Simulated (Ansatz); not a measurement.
Geometry optimisation, Ansatz, UKS PBE0-D4/STO-3G.

Input:

```yaml
crystal:
  periodic: [false, false, false]
  atoms:
    - { symbol: "N", position_ang: [-0.4573, 2.0523, -0.1272] }
    - { symbol: C, position_ang: [-0.6421, 0.6623, 0.1729] }
    - { symbol: Si, position_ang: [0.8338, -0.1836, 1.0506] }
    - { symbol: C, position_ang: [0.5312, -1.7513, 0.0832] }
    - { symbol: Si, position_ang: [-0.2127, -0.5974, -1.2671] }
    - { symbol: H, position_ang: [-1.2169, 2.4707, -0.7801] }
    - { symbol: H, position_ang: [-0.5095, 2.712, 0.6813] }
    - { symbol: H, position_ang: [-1.5435, 0.4182, 0.6542] }
    - { symbol: H, position_ang: [0.6667, -0.3048, 2.5708] }
    - { symbol: H, position_ang: [2.1879, 0.403, 0.7317] }
    - { symbol: H, position_ang: [1.3068, -2.3645, -0.1882] }
    - { symbol: H, position_ang: [-0.2907, -2.3752, 0.5708] }
    - { symbol: H, position_ang: [0.784, -0.0786, -2.2025] }
    - { symbol: H, position_ang: [-1.4506, -1.0923, -1.9217] }
magnetization:
  spin_polarized: true
basis:
  gaussian: { orbitals: STO-3G }
hamiltonian:
  xc: pbe0
  dispersion: d4
relax:
  f_tol: 0.02
  max_steps: 40
output:
  orbitals: {}
```

Command:

```bash
$ ansatz run input.yaml --threads 1 --pin off --max-ram 2048MiB --backend cpu --events-out ev --progress --plain --runs-dir out
```

Problem. Where does it end, and by what steps?

Solution. The forces met the threshold. The force dipped under the threshold on the way, but the program's further checks kept it going. Limits of this set-up: minimal basis. After 17 steps the energy has fallen by 0.855 eV; H10 moved furthest, 0.89 Å.

```
step  energy less start (eV)  largest force component (eV/Å)  accepted
   0                  0.0000                           3.976       yes
   1                 -0.6824                           1.449       yes
   2                 -0.7947                           0.783       yes
   3                 -0.7878                           0.781        no
   4                 -0.8253                           0.124       yes
   5                 -0.8343                           0.116       yes
   6                 -0.8414                           0.124       yes
   7                 -0.8463                           0.164       yes
   8                 -0.8494                           0.100       yes
   9                 -0.8519                           0.063       yes
  10                 -0.8531                           0.045       yes
  11                 -0.8541                           0.062       yes
  12                 -0.8545                           0.084       yes
  13                 -0.8548                           0.027       yes
  14                 -0.8551                           0.019       yes
  15                 -0.8553                           0.045       yes
  16                 -0.8554                           0.023       yes
  17                 -0.8555                           0.019       yes
```

```xyz
14
Properties=species:S:1:pos:R:3
N -0.035 2.025 -0.339
C -0.604 0.715 0.160
Si 0.612 -0.259 1.252
C 0.748 -1.593 -0.071
Si -0.512 -0.678 -1.132
H -0.776 2.429 -0.977
H -0.088 2.687 0.486
H -1.605 0.829 0.612
H 0.024 -0.724 2.489
H 1.840 0.445 1.552
H 1.738 -1.669 -0.524
H 0.444 -2.592 0.248
H -0.039 -0.255 -2.431
H -1.761 -1.390 -1.296
```

Whether the end is a true minimum wasn't checked by a vibrational analysis.

Run time: 90 s on 1 thread of Arm Neoverse V1, on a shared host, peak memory 0.16 GiB.
